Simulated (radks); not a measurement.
Task: The mean radii <r> (bohr) of the occupied orbitals of an atom or ion are listed with their occupations. Method: non-relativistic Kohn-Sham, HCTH/407, spin-polarised, spherical densities, point nucleus; computed with a radial shooting solver on a logarithmic mesh with Libxc functionals.

orbital  occ.      <r>
1s down     1  0.07023
1s up       1  0.07023
2s up       1   0.3273
2s down     1   0.3270
2p up       3   0.2904
2p down     3   0.2902
3s up       1   0.9958
3s down     1   0.9979
3p up       3    1.052
3p down     3    1.057
3d up       1    1.233

Name the element and its charge. Open shells, if any, are filled with parallel spins first.

Result: Z = 22, titanium, charge +3: Ti3+ in [Ar] 3d1. The 1s radius gives Z: for a bare nucleus <r> = 1.5/Z, 0.06818 bohr for Z = 22, and screening makes it slightly larger (0.07023 here). The occupations add up to 19, and the charge is Z minus that.
